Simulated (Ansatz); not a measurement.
System: sum formula Si2NHCl6 (charge 0, singlet). 
Coordinates optimised at B3LYP-D3(BJ)/def2-TZVP (Ansatz, an electronic-structure program):
```xyz
10

Cl    -2.8244    -1.4127    -1.0543
Si    -1.4955     0.0100    -0.4415
Cl    -1.8720     0.5671     1.4797
Cl    -1.7160     1.6509    -1.6318
N      0.0681    -0.6670    -0.5483
Si     1.5197    -0.2475     0.2462
Cl     3.0655    -0.9488    -0.8870
Cl     1.6329     1.7750     0.4457
Cl     1.6573    -1.0762     2.1043
H      0.1477    -1.4467    -1.1893
```
Charge 0, spin multiplicity 1.

Basis-set convergence of Hartree-Fock and CCSD correlation energies (hartree) with Ansatz. Cores are frozen in the correlated levels unless marked. Spin-orbit coupling is left out. Non-relativistic.

```csv
basis,functions,E(HF),"E(corr, CCSD)"
aug-cc-pV(D+d)Z,288,-3390.35949,-1.33827
aug-cc-pV(T+d)Z,509,?,?
```

Task: Some entries are withheld; supply them.

Result: 
- aug-cc-pV(T+d)Z, E(HF): -3390.49180
- aug-cc-pV(T+d)Z, E(corr, CCSD): -1.68225
